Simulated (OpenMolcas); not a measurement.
## Ni2+, Pd2+, Pt2+: d⁸ down the group

```yaml
Program: OpenMolcas 26.06
Method: XMS-CASPT2, IPEA 0.25 Eh, imaginary shift 0.1 Eh
Basis: ANO-RCC-VTZP
Scalar_Hamiltonian: DKH2, point nucleus
Spin-orbit_coupling: state interaction with AMFI integrals over the reference wave functions, term energies averaged over their components
```

Active space for each ion: 8 electrons in 6 orbitals (d s); closed shells correlated by CASPT2: Ni2+ 3s 3p; Pd2+ 4s 4p; Pt2+ 5s 5p.

Computed levels in cm-1 above ³F₄:

```tsv
Level	Ni2+	Pd2+	Pt2+
³F₃	1445	3320	10350
³P₁	16770	13680	17470
³P₀	17040	13950	15670
¹G₄	24320	18680	22330
¹S₀	53650	43200	47570
weight of ³F in the lowest level (%)	100	99	96
```

Mixed levels, with the weight of the term that names them: Pt2+ ¹S₀ (61 %).

Measured, with the error of the calculation in %. Measured levels: Ni2+ from Corliss and Sugar, J. Phys. Chem. Ref. Data 10, 197 (1981); Pd2+ from Moore, Atomic Energy Levels, vol. III, NSRDS-NBS 35 (1971 reprint of NBS Circular 467, 1958); Pt2+ from NIST levels as listed in McCann et al., Mon. Not. R. Astron. Soc. 538, 537 (2025).

| Level | Ni2+ | Pd2+ | Pt2+ |
| --- | --- | --- | --- |
| ³F₃ | 1361 (+6.2) | 3230 (+2.8) | 9752 (+6.2) |
| ³P₁ | 16978 (-1.2) | 13470 (+1.6) | 16782 (+4.1) |
| ³P₀ | 17231 (-1.1) | 13699 (+1.8) | 14939 (+4.9) |
| ¹G₄ | 23109 (+5.2) | 17880 (+4.5) | 21331 (+4.7) |
| ¹S₀ | 52532 (+2.1) |  |  |

The fine-structure level ³F₃ changes by a factor of 7.16 from Ni2+ to Pt2+.

Without spin-orbit coupling ³P lies 15320, 10370, 7370 cm-1 above ³F in that order; the difference to the level ³P₁, of either sign, comes from spin-orbit coupling, which also lowers the zero.

CASPT2 breaks the degeneracy within a term, and the mean is taken; among the terms shown or strongly mixed into the levels shown the widest spread is 1600 cm-1 (5d⁸ ¹G, Pt2+). Terms from blocks run as CI alone lack orbitals of their own. Computed and measured levels are paired by configuration, term and J; levels that our copy of the source lacks, or whose pairing is in doubt (as where it misses far off the trend of its configuration), stay unpaired and out of the deviations. Levels of configurations outside the active space are missing.
